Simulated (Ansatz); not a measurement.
Steps of a relaxation of C2H6AlNSi (`[CH3][Al]1[N]=C[SiH2]1`) with RKS PBE0-D4/def2-TZVP.

```sh
$ ansatz run in.yaml --threads 4 --pin off --events-out ev --progress --plain --max-ram 10444MiB
```

```yaml
crystal:
  periodic: [false, false, false]
  atoms:
    - {symbol: C, position_ang: [-2.420922, -0.393671, -0.021891]}
    - {symbol: Al, position_ang: [-0.486854, -0.093045, 0.083651]}
    - {symbol: N, position_ang: [0.611053, 0.127127, 1.604628]}
    - {symbol: C, position_ang: [1.753012, 0.286277, 1.009795]}
    - {symbol: Si, position_ang: [1.702237, 0.234057, -0.955697]}
    - {symbol: H, position_ang: [-2.696559, -1.065660, -0.860942]}
    - {symbol: H, position_ang: [-2.818924, -0.823794, 0.920570]}
    - {symbol: H, position_ang: [-2.947755, 0.570250, -0.194725]}
    - {symbol: H, position_ang: [2.685122, 0.444621, 1.618416]}
    - {symbol: H, position_ang: [2.146513, 1.524095, -1.611216]}
    - {symbol: H, position_ang: [2.538476, -0.867257, -1.571888]}
basis:
  gaussian: {orbitals: def2-TZVP}
hamiltonian: {xc: pbe0, dispersion: d4}
relax: {f_tol: 0.005, max_steps: 150}
```

Positions (Å) and forces (eV/Å) along the path, 7 of 7 steps:

```xyz
11
step=1 energy=-18126.6926 eV
C    -2.421   -0.394   -0.022   -0.328   -0.021   -0.020
Al   -0.487   -0.093    0.084    0.157    0.032    0.222
N     0.611    0.127    1.605    0.660    0.071   -0.855
C     1.753    0.286    1.010   -0.246   -0.025    0.342
Si    1.702    0.234   -0.956    0.003    0.008    0.211
H    -2.697   -1.066   -0.861    0.145    0.313    0.406
H    -2.819   -0.824    0.921    0.195    0.200   -0.454
H    -2.948    0.570   -0.195    0.247   -0.446    0.084
H     2.685    0.445    1.618   -0.559   -0.092   -0.266
H     2.147    1.524   -1.611   -0.094   -0.278    0.166
H     2.538   -0.867   -1.572   -0.180    0.239    0.163
11
step=2 energy=-18126.7403 eV
C    -2.406   -0.390   -0.023   -0.082    0.004   -0.007
Al   -0.482   -0.091    0.075    0.021    0.007    0.216
N     0.616    0.125    1.581    0.000   -0.005   -0.261
C     1.750    0.287    0.998   -0.007   -0.015   -0.024
Si    1.683    0.231   -0.949    0.120    0.030    0.126
H    -2.678   -1.056   -0.852    0.044    0.088    0.110
H    -2.794   -0.818    0.910    0.063    0.057   -0.126
H    -2.930    0.563   -0.191    0.077   -0.131    0.023
H     2.664    0.442    1.609   -0.159   -0.022   -0.092
H     2.128    1.511   -1.590   -0.026   -0.070    0.016
H     2.516   -0.861   -1.548   -0.049    0.057    0.019
11
step=3 energy=-18126.7454 eV
C    -2.400   -0.388   -0.021    0.018    0.005    0.001
Al   -0.482   -0.092    0.079    0.002    0.001    0.020
N     0.610    0.125    1.573   -0.050   -0.035   -0.020
C     1.744    0.280    0.994    0.043    0.086   -0.028
Si    1.686    0.231   -0.942   -0.032   -0.029   -0.006
H    -2.668   -1.048   -0.849   -0.002   -0.012   -0.015
H    -2.785   -0.819    0.906   -0.009   -0.009    0.019
H    -2.922    0.561   -0.185   -0.009    0.017   -0.002
H     2.648    0.446    1.605    0.017   -0.027    0.019
H     2.125    1.504   -1.590    0.010    0.010    0.011
H     2.509   -0.858   -1.547    0.009   -0.007    0.001
11
step=4 energy=-18126.7435 eV rejected
C    -2.400   -0.388   -0.020    0.019    0.000    0.004
Al   -0.483   -0.089    0.079   -0.006    0.006   -0.021
N     0.610    0.118    1.569   -0.026    0.063    0.023
C     1.741    0.299    0.990    0.071   -0.220    0.012
Si    1.684    0.236   -0.943   -0.045    0.069   -0.023
H    -2.665   -1.056   -0.843   -0.009   -0.017   -0.022
H    -2.785   -0.812    0.910   -0.012   -0.012    0.025
H    -2.922    0.558   -0.193   -0.014    0.025   -0.005
H     2.650    0.425    1.604   -0.001    0.089    0.010
H     2.127    1.506   -1.591    0.005    0.012   -0.019
H     2.509   -0.855   -1.542    0.017   -0.014    0.019
11
step=5 energy=-18126.7460 eV
C    -2.401   -0.388   -0.020   -0.002    0.001   -0.002
Al   -0.484   -0.091    0.078    0.001    0.002    0.001
N     0.610    0.123    1.569    0.001   -0.002    0.003
C     1.744    0.286    0.991    0.000    0.000   -0.009
Si    1.684    0.233   -0.945   -0.001    0.001    0.002
H    -2.670   -1.048   -0.849    0.000    0.000    0.000
H    -2.785   -0.821    0.907    0.000   -0.001    0.002
H    -2.925    0.561   -0.183    0.000    0.000    0.000
H     2.649    0.443    1.604   -0.001    0.000    0.005
H     2.132    1.504   -1.589   -0.001    0.000   -0.002
H     2.511   -0.859   -1.542    0.001   -0.002    0.001
11
step=6 energy=-18126.7460 eV rejected
C    -2.401   -0.388   -0.020    0.000    0.002   -0.002
Al   -0.484   -0.090    0.077    0.001   -0.006    0.004
N     0.610    0.120    1.568   -0.002    0.000   -0.010
C     1.744    0.287    0.990   -0.008    0.000    0.013
Si    1.685    0.233   -0.945    0.000    0.003    0.003
H    -2.670   -1.046   -0.850   -0.001    0.000    0.000
H    -2.784   -0.822    0.907    0.001    0.000    0.000
H    -2.925    0.561   -0.180   -0.002    0.000    0.000
H     2.647    0.444    1.606    0.010    0.001   -0.009
H     2.131    1.504   -1.592    0.001    0.000    0.000
H     2.512   -0.859   -1.541   -0.001    0.000    0.001
11
step=7 energy=-18126.7460 eV
C    -2.401   -0.388   -0.020    0.000    0.001    0.000
Al   -0.484   -0.091    0.078    0.000   -0.003    0.001
N     0.610    0.121    1.569    0.000   -0.001    0.000
C     1.744    0.286    0.990    0.001    0.002   -0.001
Si    1.685    0.232   -0.945   -0.001    0.002   -0.001
H    -2.670   -1.047   -0.850    0.000    0.000    0.000
H    -2.785   -0.822    0.907    0.000    0.000    0.000
H    -2.925    0.561   -0.181   -0.001    0.000    0.000
H     2.648    0.444    1.604   -0.001   -0.001    0.001
H     2.130    1.504   -1.590    0.001   -0.001   -0.001
H     2.512   -0.859   -1.541    0.000   -0.001    0.000
```

Hardware: 4 threads of an Arm Neoverse V1 on a shared host. Wall time 26 s, peak host memory 0.54 GiB.
